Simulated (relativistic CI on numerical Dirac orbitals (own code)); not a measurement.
Calculated at this level of theory: Dirac-Coulomb-Breit CI, separate exchange-only KLI orbitals for each configuration, model QED, unscaled Slater integrals (own radial code, finite nucleus).

Configuration list (outside the closed core 1s2): 2s²2p⁴, 2s2p⁵, 2p⁶, 2p⁵3s, 2p⁵3p, 2p⁵3d, 2s²2p³3s, 2s²2p³3p, 2s²2p³3d, 2s2p⁴3s, 2s2p⁴3p, 2s2p⁴3d, 2s²2p³4s, 2s²2p³4p, 2s²2p³4d, 2s²2p³4f, 2s2p⁴4s, 2s2p⁴4p, 2s²2p²3s², 2s2p⁴4d, 2s2p⁴4f, 2s²2p²3s3p, 2s²2p³5s, 2s²2p³5p, 2s²2p²3s3d, 2s²2p³5d, 2s²2p²3p², 2s²2p³5f, 2s²2p³5g, 2s²2p²3p3d, 2s2p³3s², 2s²2p²3d², 2s2p³3s3p, 2s2p³3s3d, 2s2p³3p², 2s2p⁴5s. Levels of other configurations are missing.

At this charge energies of transitions that change n are usually good to better than 1 %, and those within a shell (Δn = 0) to a few per cent.

Outline of the computed level scheme of Pm LIV. Lowest level of each configuration: 2s²2p⁴ ³P2 at 0.00 eV; 2s2p⁵ ³P°2 at 887.50 eV; 2p⁶ ¹S0 at 1873.81 eV; 2s²2p³3s ³P°2 at 5780.75 eV; 2s²2p³3p ³P1 at 5872.17 eV; 2s²2p³3d ³D°2 at 6133.43 eV; 2s2p⁴3s ⁵P3 at 6588.82 eV.

Some strong electric-dipole decays among the lowest 45 levels: 2s²2p³3d ³D°3 → 2s²2p⁴ ³P2 (1.0e+15 s⁻¹); 2s²2p³3d ³D°1 → 2s²2p⁴ ¹S0 (6.2e+14 s⁻¹); 2s²2p³3d ³D°2 → 2s²2p⁴ ³P2 (4.5e+14 s⁻¹); 2s²2p³3d ³D°1 → 2s²2p⁴ ³P2 (1.2e+14 s⁻¹); 2s²2p³3s ¹D°2 → 2s²2p⁴ ¹D2 (8.4e+13 s⁻¹); 2s²2p³3s ³S°1 → 2s²2p⁴ ³P1 (8.0e+13 s⁻¹); 2s²2p³3s ¹P°1 → 2s²2p⁴ ³P2 (7.7e+13 s⁻¹); 2s²2p³3d ³D°1 → 2s²2p⁴ ¹S0 (5.0e+13 s⁻¹).

LS names give the leading component of a level, which can be under half, so a name can repeat, a term be missing and a line seem to break the LS rules.
